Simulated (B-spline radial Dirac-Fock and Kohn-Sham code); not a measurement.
X-ray scattering factor of Xe⁴²⁺

System: Xe⁴²⁺, 1s2 2s2 2p6 3s2.

These are calculated numbers from a B-spline atomic structure program; the model is Dirac-Fock densities. f₀ is the Fourier transform of the spherical electron density, S the Waller-Hartree incoherent function, and s = sin θ/λ. The electron scattering factor follows from the Mott-Bethe formula f_e = 0.023934 Å⁻¹·(Z − f₀)/s².

```csv
s (Å⁻¹),f₀,S,f_e (Å)
0,12.000,0.000,–
0.05,11.995,0.008,402.139
0.1,11.980,0.033,100.570
0.15,11.956,0.073,44.724
0.2,11.921,0.130,25.178
0.25,11.878,0.200,16.131
0.3,11.825,0.285,11.216
0.35,11.763,0.383,8.252
0.4,11.692,0.492,6.329
0.45,11.613,0.611,5.010
0.5,11.527,0.740,4.066
0.6,11.332,1.018,2.837
0.7,11.111,1.315,2.095
0.8,10.869,1.622,1.613
0.9,10.609,1.929,1.282
1,10.336,2.230,1.045
1.1,10.054,2.520,0.869
1.2,9.767,2.795,0.735
1.4,9.189,3.304,0.547
1.6,8.623,3.762,0.424
1.8,8.085,4.188,0.339
2,7.579,4.596,0.278
2.5,6.464,5.583,0.182
3,5.516,6.506,0.129
3.5,4.680,7.327,0.096
4,3.940,8.035,0.075
5,2.774,9.120,0.049
6,2.028,9.831,0.035
```

f₀ starts at the number of electrons, 12, and has fallen to half at s ≈ 2.74 Å⁻¹. The sum of ⟨r²⟩ over the electrons is 0.2690 bohr². For an ion f_e diverges as s goes to zero, because of the net charge.
